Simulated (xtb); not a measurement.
A run for xtb: GFN2-xTB on GaH4P (SMILES [PH2][GaH2]), a point of a torsion scan.

```
$ xtb mol.xyz --gfn 2 --opt vtight --chrg 0 --uhf 0 --input xcontrol
6

P     -1.16895517    -0.17337507    -0.38745120
Ga     1.04572896     0.03635837    -0.38506488
H     -1.80418771     1.13513752    -0.21987705
H     -1.69875493    -1.05257760     0.62077648
H      1.67445366     1.34788640    -0.91246219
H      1.94915696    -1.24039991    -1.00246236
$constrain
  force constant=1.0
  dihedral: 3,1,2,5,330.0
$end
```

Program output:

```
[...]
           -------------------------------------------------
          |                Calculation Setup                |
           -------------------------------------------------



           -------------------------------------------------
          |                 G F N 2 - x T B                 |
           -------------------------------------------------

        Reference                      10.1021/acs.jctc.8b01176
      * Hamiltonian:
        H0-scaling (s, p, d)           1.850000    2.230000    2.230000
        zeta-weighting                 0.500000
      * Dispersion:
        s8                             2.700000
        a1                             0.520000
        a2                             5.000000
        s9                             5.000000
      * Repulsion:
        kExp                           1.500000    1.000000
        rExp                           1.000000
      * Coulomb:
        alpha                          2.000000
        third order                    shell-resolved
        anisotropic                    true
        a3                             3.000000
        a5                             4.000000
        cn-shift                       1.200000
        cn-exp                         4.000000
        max-rad                        5.000000


          ...................................................
          :                      SETUP                      :
          :.................................................:
          :  # basis functions                  24          :
          :  # atomic orbitals                  22          :
          :  # shells                           10          :
          :  # electrons                        12          :
          :  max. iterations                   250          :
          :  Hamiltonian                  GFN2-xTB          :
          :  restarted?                      false          :
          :  GBSA solvation                  false          :
          :  PC potential                    false          :
          :  electronic temp.          300.0000000     K    :
          :  accuracy                    1.0000000          :
          :  -> integral cutoff          0.2500000E+02      :
          :  -> integral neglect         0.1000000E-07      :
          :  -> SCF convergence          0.1000000E-05 Eh   :
          :  -> wf. convergence          0.1000000E-03 e    :
          :  Broyden damping             0.4000000          :
          :  net charge                          0          :
          :  unpaired electrons                  0          :
          ...................................................

 iter      E             dE          RMSdq      gap      omega  full diag
   1     -5.6829326 -0.568293E+01  0.177E+01    3.37       0.0  T
   2     -5.7247910 -0.418583E-01  0.117E+01    2.93       1.0  T
   3     -5.7258473 -0.105630E-02  0.218E+00    3.11       1.0  T
   4     -5.7263800 -0.532699E-03  0.506E-01    3.12       1.0  T
   5     -5.7264706 -0.906417E-04  0.873E-02    3.08       1.0  T
   6     -5.7264735 -0.284409E-05  0.430E-02    3.08       1.0  T
   7     -5.7264739 -0.440517E-06  0.142E-02    3.08       2.9  T
   8     -5.7264739  0.774651E-08  0.394E-03    3.08      10.4  T
   9     -5.7264739 -0.110942E-07  0.105E-03    3.08      39.0  T
  10     -5.7264739 -0.411031E-10  0.245E-04    3.08     166.6  T
  11     -5.7264739 -0.344107E-10  0.517E-05    3.08     789.3  T

   *** convergence criteria satisfied after 11 iterations ***

         #    Occupation            Energy/Eh            Energy/eV
      -------------------------------------------------------------
         1        2.0000           -0.6637724             -18.0622
         2        2.0000           -0.5561871             -15.1346
         3        2.0000           -0.4878736             -13.2757
         4        2.0000           -0.4385194             -11.9327
         5        2.0000           -0.4176438             -11.3647
         6        2.0000           -0.3792644             -10.3203 (HOMO)
         7                         -0.2660605              -7.2399 (LUMO)
         8                         -0.2134064              -5.8071
         9                         -0.1796423              -4.8883
        10                         -0.1308940              -3.5618
        11                         -0.1067098              -2.9037
       ...                                ...                  ...
        22                          1.6027853              43.6140
      -------------------------------------------------------------
                  HL-Gap            0.1132039 Eh            3.0804 eV
             Fermi-level           -0.3226625 Eh           -8.7801 eV

 SCC (total)                   0 d,  0 h,  0 min,  0.005 sec
 SCC setup                      ...        0 min,  0.000 sec (  2.186%)
 Dispersion                     ...        0 min,  0.000 sec (  0.766%)
 classical
[...]
HOMO)
         7                         -0.2385538              -6.4914 (LUMO)
         8                         -0.2195055              -5.9730
         9                         -0.1985781              -5.4036
        10                         -0.1134989              -3.0885
        11                         -0.0979408              -2.6651
       ...                                ...                  ...
        22                          1.4354610              39.0609
      -------------------------------------------------------------
                  HL-Gap            0.1535681 Eh            4.1788 eV
             Fermi-level           -0.3153378 Eh           -8.5808 eV

 SCC (total)                   0 d,  0 h,  0 min,  0.003 sec
 SCC setup                      ...        0 min,  0.000 sec (  2.651%)
 Dispersion                     ...        0 min,  0.000 sec (  0.664%)
 classical contributions        ...        0 min,  0.000 sec (  0.266%)
 integral evaluation            ...        0 min,  0.001 sec ( 29.552%)
 iterations                     ...        0 min,  0.001 sec ( 21.267%)
 molecular gradient             ...        0 min,  0.001 sec ( 41.664%)
 printout                       ...        0 min,  0.000 sec (  3.472%)

         :::::::::::::::::::::::::::::::::::::::::::::::::::::
         ::                     SUMMARY                     ::
         :::::::::::::::::::::::::::::::::::::::::::::::::::::
         :: total energy              -5.727731467530 Eh    ::
         :: gradient norm              0.000016566139 Eh/a0 ::
         :: HOMO-LUMO gap              4.178801555741 eV    ::
         ::.................................................::
         :: SCC energy                -5.754776105051 Eh    ::
         :: -> isotropic ES            0.011734028318 Eh    ::
         :: -> anisotropic ES          0.000192239351 Eh    ::
         :: -> anisotropic XC          0.001179053456 Eh    ::
         :: -> dispersion             -0.002774846057 Eh    ::
         :: repulsion energy           0.027044634022 Eh    ::
         :: add. restraining           0.000000003500 Eh    ::
         :: total charge               0.000000000000 e     ::
         :::::::::::::::::::::::::::::::::::::::::::::::::::::

           -------------------------------------------------
          |                Property Printout                |
           -------------------------------------------------

    * Orbital Energies and Occupations

         #    Occupation            Energy/Eh            Energy/eV
      -------------------------------------------------------------
         1        2.0000           -0.6693300             -18.2134
         2        2.0000           -0.5516388             -15.0109
         3        2.0000           -0.4814222             -13.1002
         4        2.0000           -0.4541957             -12.3593
         5        2.0000           -0.4181503             -11.3784
         6        2.0000           -0.3921219             -10.6702 (HOMO)
         7                         -0.2385538              -6.4914 (LUMO)
         8                         -0.2195055              -5.9730
         9                         -0.1985781              -5.4036
        10                         -0.1134989              -3.0885
        11                         -0.0979408              -2.6651
        12                         -0.0768331              -2.0907
        13                         -0.0524996              -1.4286
        14                         -0.0297246              -0.8088
        15                         -0.0229242              -0.6238
        16                          0.1278085               3.4778
        17                          0.1459756               3.9722
       ...                                ...                  ...
        22                          1.4354610              39.0609
      -------------------------------------------------------------
                  HL-Gap            0.1535681 Eh            4.1788 eV
             Fermi-level           -0.3153378 Eh           -8.5808 eV

     #   Z          covCN         q      C6AA      α(0)
     1  15 P        2.868    -0.040   162.121    22.881
     2  31 Ga       2.696     0.108   215.988    32.958
     3   1 H        0.976     0.072     2.059     2.243
     4   1 H        0.976     0.065     2.136     2.284
     5   1 H        0.890    -0.103     5.690     3.733
     6   1 H        0.891    -0.102     5.665     3.725

 Mol. C6AA /au·bohr⁶  :       1214.089797
 Mol. C8AA /au·bohr⁸  :      75985.924312
 Mol. α(0) /au        :         67.823522


Wiberg/Mayer (AO) data.
largest (>0.10) Wiberg bond orders for each atom

 ---------------------------------------------------------------------------
     #   Z sym  total        # sym  WBO       # sym  WBO       # sym  WBO
 ---------------------------------------------------------------------------
Note: The following floating-point exceptions are signalling: IEEE_UNDERFLOW_FLAG IEEE_DENORMAL
normal termination of xtb
     1  15 P    3.186 --     2 Ga   1.111     4 H    0.907     3 H    0.906
                             5 H    0.132     6 H    0.130
     2  31 Ga   2.835 --     1 P    1.111     6 H    0.777     5 H    0.776
     3   1 H    0.995 --     1 P    0.906
     4   1 H    0.996 --     1 P    0.907
     5   1 H    0.989 --     2 Ga   0.776     1 P    0.132
     6   1 H    0.990 --     2 Ga   0.777     1 P    0.130
 ---------------------------------------------------------------------------

Topologies differ in total number of bonds
Writing topology from bond orders to xtbtopo.mol

molecular dipole:
                 x           y           z       tot (Debye)
 q only:       -0.792       0.015       0.251
   full:       -0.469       0.092       0.400       1.583
molecular quadrupole (traceless):
                xx          xy          yy          xz          yz          zz
 q only:       -0.797      -0.258      -0.048       0.608      -0.051       0.845
  q+dip:       -1.819      -0.759       1.036      -0.716      -0.320       0.783
   full:       -5.396      -1.204       0.506      -1.015      -0.293       4.890

           -------------------------------------------------
          |                Geometry Summary                 |
           -------------------------------------------------

      molecular mass/u    :      104.7285911
   center of mass at/Å    :        0.1433235      -0.0722908      -0.6706828
  moments of inertia/u·Å² :        0.7235864E+01   0.1290137E+03   0.1326159E+03
rotational constants/cm⁻¹ :        0.2329733E+01   0.1306655E+00   0.1271162E+00

 * 5 selected distances

     #   Z          #   Z                                           value/Å
     1  15 P        2  31 Ga                                      2.3295221 (max)
     1  15 P        3   1 H                                       1.4028788 (min)
     1  15 P        4   1 H                                       1.4031674
     2  31 Ga       5   1 H                                       1.5967072
     2  31 Ga       6   1 H                                       1.5949245

 * 3 distinct bonds (by element types)

   Z      Z             #   av. dist./Å        max./Å        min./Å
   1 H   15 P           2     1.4030231     1.4031674     1.4028788
   1 H   31 Ga          2     1.5958159     1.5967072     1.5949245
  15 P   31 Ga          1     2.3295221     2.3295221     2.3295221


optimized geometry written to: xtbopt.xyz


           -------------------------------------------------
          | TOTAL ENERGY               -5.727731467530 Eh   |
          | GRADIENT NORM               0.000016566139 Eh/α |
          | HOMO-LUMO GAP               4.178801555741 eV   |
           -------------------------------------------------

------------------------------------------------------------------------
------------------------------------------------------------------------
 total:
 SCF:
 ANC optimizer:
```

The run finished.

Warnings raised: the energy holds the restraint's term.

Cost: around 0.09 core-seconds (rough).
